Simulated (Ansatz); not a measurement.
C4H3O (SMILES [c-]1ccco1), charge -1, singlet, geometry from GFN2-xTB (a gas-phase anion, which may not be bound at this level); Ansatz (a first-principles code) with REVPBE/6-31G*.

Ansatz was given this input:
Ansatz 0.2 input:
```yaml
crystal:
  periodic: [false, false, false]
  atoms:
    - {symbol: O, position_ang: [-0.00434124, 0.04793050, 1.16904018]}
    - {symbol: C, position_ang: [0.01699507, 1.22054995, 0.39478422]}
    - {symbol: C, position_ang: [-0.01760528, -1.04457952, 0.36698234]}
    - {symbol: C, position_ang: [0.01553600, 0.75294446, -0.91996930]}
    - {symbol: C, position_ang: [-0.00610386, -0.66403323, -0.93846348]}
    - {symbol: H, position_ang: [-0.03459745, -2.01935969, 0.83917224]}
    - {symbol: H, position_ang: [0.02893664, 1.37399554, -1.81376634]}
    - {symbol: H, position_ang: [-0.01254091, -1.32736979, -1.79773000]}
basis:
  gaussian:
    orbitals: 6-31G*
hamiltonian:
  xc: revpbe
total_charge: -1
accuracy: high
```

Question: Predict the main parts of the log of this Ansatz run.

Answer: 
```
Functional definition: revPBE
1877 factors; integrals over basis functions are off by at most 3.5e-9 eV
mean field evaluation 1: about -6234.9146 eV, gradient 4.3e1 eV
mean field evaluation 2: about -6218.8516 eV, gradient 9.2e1 eV
mean field evaluation 4: about -6239.2798 eV, gradient 8.5e0 eV
mean field evaluation 8: about -6239.4465 eV, gradient 2.4e-1 eV
mean field evaluation 16: about -6239.4466 eV, gradient 2.1e-5 eV
mean field -6239.44658907 eV, -229.2954328994 hartree, gradient 5.2e-8 eV, S^2 0.000000; 0 other end points of the search recorded, 0 dependent functions left out
reference -6239.44659207 eV, -229.2954330098 hartree; 18, 18 occupied and 63, 63 virtual orbitals, 1877 factors
Total energy: -6239.44659207 eV, -229.2954330098 hartree
```
